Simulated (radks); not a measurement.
Question: The mean radii <r> (bohr) of the occupied orbitals of an atom or ion are listed with their occupations. All-electron calculation, Dirac Kohn-Sham, BLYP, spin-unpolarised, spherical densities, finite nucleus; Fermi nuclear charge, rms radius of each element as measured or else 0.836 A^(1/3) + 0.57 fm. Program: a radial shooting solver on a logarithmic mesh with Libxc functionals.

| orbital | occ. | <r> |
|---|---|---|
| 1s1/2 | 2 | 0.02363 |
| 2s1/2 | 2 | 0.1005 |
| 2p1/2 | 2 | 0.08421 |
| 2p3/2 | 4 | 0.09063 |
| 3s1/2 | 2 | 0.2660 |
| 3p1/2 | 2 | 0.2557 |
| 3p3/2 | 4 | 0.2681 |
| 3d3/2 | 4 | 0.2395 |
| 3d5/2 | 6 | 0.2434 |
| 4s1/2 | 2 | 0.6064 |
| 4p1/2 | 2 | 0.6224 |
| 4p3/2 | 4 | 0.6504 |
| 4d3/2 | 4 | 0.6978 |
| 4d5/2 | 6 | 0.7077 |
| 5s1/2 | 2 | 1.436 |
| 5p1/2 | 2 | 1.596 |
| 5p3/2 | 4 | 1.673 |
| 4f5/2 | 3 | 0.9701 |

Name the element and its charge. Open shells, if any, fill j = l - 1/2 first.

Answer: Z = 60, neodymium, charge +3: Nd3+ in [Xe] 4f3. The 1s radius gives Z: for a bare nucleus <r> = (2 gamma + 1)/(2Z) with gamma = sqrt(1 - (Z/c)^2), 0.02332 bohr for Z = 60, and screening makes it slightly larger (0.02363 here). The occupations add up to 57, and the charge is Z minus that.
